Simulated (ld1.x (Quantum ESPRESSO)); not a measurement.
**An all-electron radial function and its pseudo partner (carbon (C))**

Columns: radius, all-electron u(r) and pseudo u(r) of the 2s shell (level -13.65 eV) of carbon in the configuration [He] 2s2 2p2; PBEsol, scalar-relativistic, PAW scheme, ld1.x (Quantum ESPRESSO) 7.5.

```json
{"r (bohr)": "0.192", "all-electron": "0.3205", "pseudo": "-0.1130"}
{"r (bohr)": "0.385", "all-electron": "-0.0150", "pseudo": "-0.2621"}
{"r (bohr)": "0.578", "all-electron": "-0.3743", "pseudo": "-0.4486"}
{"r (bohr)": "0.770", "all-electron": "-0.6251", "pseudo": "-0.6333"}
{"r (bohr)": "0.962", "all-electron": "-0.7640", "pseudo": "-0.7640"}
{"r (bohr)": "1.155", "all-electron": "-0.8157", "pseudo": "-0.8157"}
{"r (bohr)": "1.348", "all-electron": "-0.8077", "pseudo": "-0.8077"}
{"r (bohr)": "1.540", "all-electron": "-0.7638", "pseudo": "-0.7638"}
{"r (bohr)": "1.732", "all-electron": "-0.7003", "pseudo": "-0.7003"}
{"r (bohr)": "1.925", "all-electron": "-0.6281", "pseudo": "-0.6281"}
{"r (bohr)": "2.118", "all-electron": "-0.5544", "pseudo": "-0.5544"}
{"r (bohr)": "2.310", "all-electron": "-0.4839", "pseudo": "-0.4839"}
{"r (bohr)": "2.502", "all-electron": "-0.4185", "pseudo": "-0.4185"}
{"r (bohr)": "2.695", "all-electron": "-0.3591", "pseudo": "-0.3591"}
{"r (bohr)": "2.888", "all-electron": "-0.3062", "pseudo": "-0.3062"}
{"r (bohr)": "3.080", "all-electron": "-0.2602", "pseudo": "-0.2602"}
{"r (bohr)": "3.272", "all-electron": "-0.2203", "pseudo": "-0.2203"}
{"r (bohr)": "3.465", "all-electron": "-0.1858", "pseudo": "-0.1858"}
{"r (bohr)": "3.658", "all-electron": "-0.1563", "pseudo": "-0.1563"}
{"r (bohr)": "3.850", "all-electron": "-0.1313", "pseudo": "-0.1313"}
{"r (bohr)": "4.043", "all-electron": "-0.1100", "pseudo": "-0.1100"}
{"r (bohr)": "4.235", "all-electron": "-0.0922", "pseudo": "-0.0922"}
{"r (bohr)": "4.428", "all-electron": "-0.0771", "pseudo": "-0.0771"}
{"r (bohr)": "4.620", "all-electron": "-0.0644", "pseudo": "-0.0644"}
{"r (bohr)": "4.812", "all-electron": "-0.0538", "pseudo": "-0.0538"}
{"r (bohr)": "5.005", "all-electron": "-0.0448", "pseudo": "-0.0448"}
```

Problem. How many radial nodes do the two functions have?

Solution. The all-electron 2s function has n − l − 1 = 1; the pseudo-wave has 0, since the states of the same l below it are removed with the core.

Problem. At about which radius was the pseudo-wave matched?

Solution. 0.95 bohr, where the columns begin to agree (steps of 0.19 bohr).

Problem. Where does each function peak?

Solution. Outermost all-electron maximum near 1.16 bohr, pseudo maximum near 1.16 bohr (to the table’s step).

Problem. Is the pseudo-wave norm-conserving?

Solution. No, it belongs to a PAW set: the norm inside the radius is not constrained, and the difference is carried by the augmentation charge.
